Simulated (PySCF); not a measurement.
**Spinor energies of Fe⁸⁺ (iron, charge +8)**

Start: [Ar]. Calculated with PySCF 2.14 in an uncontracted even-tempered set (20 s from 0.43 bohr⁻², ratio 2.4; 14 p from 0.56 bohr⁻², ratio 2.4; 5 d from 4.4 bohr⁻², ratio 2.6; 4 f from 6.5 bohr⁻², ratio 2.6): generalised Hartree-Fock with the X2C-1e Hamiltonian and a Gaussian nucleus; one run each with spin-orbit coupling (SO) switched off, then screened by Boettger's factors.

```json
{"spinor shell": "1s1/2", "electrons": "2", "ε, spin-free (eV)": "-7357.6", "ε, screened SO (eV)": "-7357.5", "weight of nominal j (screened SO)": "1.000", "rms radius, screened SO (bohr)": "0.0675"}
{"spinor shell": "2s1/2", "electrons": "2", "ε, spin-free (eV)": "-1069.7", "ε, screened SO (eV)": "-1069.7", "weight of nominal j (screened SO)": "1.000", "rms radius, screened SO (bohr)": "0.287"}
{"spinor shell": "2p1/2", "electrons": "2", "ε, spin-free (eV)": "-935.01", "ε, screened SO (eV)": "-943.64", "weight of nominal j (screened SO)": "1.000", "rms radius, screened SO (bohr)": "0.257"}
{"spinor shell": "2p3/2", "electrons": "4", "ε, spin-free (eV)": "-935.01", "ε, screened SO (eV)": "-930.79", "weight of nominal j (screened SO)": "1.000", "rms radius, screened SO (bohr)": "0.260"}
{"spinor shell": "3s1/2", "electrons": "2", "ε, spin-free (eV)": "-278.44", "ε, screened SO (eV)": "-278.43", "weight of nominal j (screened SO)": "1.000", "rms radius, screened SO (bohr)": "0.797"}
{"spinor shell": "3p1/2", "electrons": "2", "ε, spin-free (eV)": "-234.23", "ε, screened SO (eV)": "-235.62", "weight of nominal j (screened SO)": "1.000", "rms radius, screened SO (bohr)": "0.816"}
{"spinor shell": "3p3/2", "electrons": "4", "ε, spin-free (eV)": "-234.23", "ε, screened SO (eV)": "-233.55", "weight of nominal j (screened SO)": "1.000", "rms radius, screened SO (bohr)": "0.822"}
```

```
   quantity    spin-free  screened SO
E (hartree)  -1251.13663  -1251.15777
        M_J            0            0
       ⟨J²⟩        0.000        0.000
       ⟨L²⟩        0.000        0.001
       ⟨S²⟩        0.000        0.001
```

Without spin-orbit coupling the j labels of p, d and f shells carry no meaning; the spin-free column gives the mean over the occupied spinors of each nl shell.
